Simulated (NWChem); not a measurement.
**Correlation energy of Tl**

```
Tl
```
Charge 0, spin multiplicity 2.

Everything below was run with NWChem.

Basis set: def2-SVP. Each correlation energy counts from its own Hartree-Fock reference.

Effective core potentials replace the inner electrons of Tl; spin-orbit coupling is left out. The correlated methods keep 4 core orbitals frozen. No SCF solution was tested for a lower state. Open-shell Hartree-Fock references start from PBE0 orbitals. No row is a measurement; the coupled-cluster row has its own basis-set and correlation limits.

**Question.** One of these methods gave a correlation energy of -51.8 mHa. Which?
A. CCSD(T) on ROHF
B. UMP2
C. CCSD on ROHF
D. CCSD on UHF

**Answer.** B, UMP2. The others give -67.7 (CCSD on ROHF), -69.7 (CCSD(T) on ROHF), -65.5 (CCSD on UHF).
